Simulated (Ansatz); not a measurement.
Complex (SMILES): Cl (HCl) with C#N (CH-N), atoms 1 to 2 the first; geometry from B3LYP-D3(BJ)/def2-TZVP, monomers rigid:
```xyz
5

Cl     0.5827     0.3550    -0.5709
H     -0.2332    -0.1068     0.3213
C     -2.2420    -1.2590     2.4984
N     -1.5177    -0.8394     1.7187
H     -2.9178    -1.6506     3.2258
```

Basis-set convergence of the counterpoise-corrected interaction energy at PBE with Ansatz (a first-principles code). Cartesian d functions, on some or all atoms, in 6-31+G*, 6-311G**; all else is spherical. The program fits the integrals of some runs and decomposes those of others, by size. No added dispersion term, no relativity. Functions are those of the species that has most. Reference: the value in aug-pcseg-3, -4.72 kcal/mol. Deviations are taken from unrounded values.

```tsv
basis	functions	counterpoise-corrected interaction energy (kcal/mol)	minus reference (kcal/mol)
STO-3G	21	-6.23	-1.52
6-31G	35	-6.49	-1.77
def2-SVP	56	-4.62	0.09
pcseg-1	56	-5.36	-0.65
cc-pV(D+d)Z	61	-4.83	-0.12
6-31+G*	65	-4.85	-0.13
6-311G**	75	-5.39	-0.67
def2-SVPD	83	-5.12	-0.40
aug-cc-pV(D+d)Z	96	-4.75	-0.03
def2-TZVP	111	-4.68	0.04
pcseg-2	122	-4.77	-0.05
jun-cc-pV(T+d)Z	154	-4.72	-0.01
def2-TZVPPD	159	-4.75	-0.03
aug-cc-pV(T+d)Z	193	-4.73	-0.01
cc-pV(Q+d)Z	234	-4.69	0.02
def2-QZVPP	244	-4.69	0.02
aug-cc-pV(Q+d)Z	341	-4.73	-0.01
cc-pV(5+d)Z	392	-4.70	0.02
```

The smallest set listed that lies within 0.2 kcal/mol of the reference with all its larger relatives (same family, alike in diffuse functions; a set with none counts only in the reference's own line) is def2-SVP (56 functions, 0.09 kcal/mol off). Inside the window by cancellation, since a larger relative falls out: 6-31+G*. (Relatives not listed, tested too: 6-311+G** -0.29, 6-311++G(2d,2p) -0.01, cc-pV(T+d)Z 0.05, def2-TZVPP 0.09, 6-311++G(3df,3pd) 0.04, def2-QZVP 0.02, pcseg-3 0.01, def2-QZVPPD 0.00, pcseg-4 0.00 kcal/mol.)
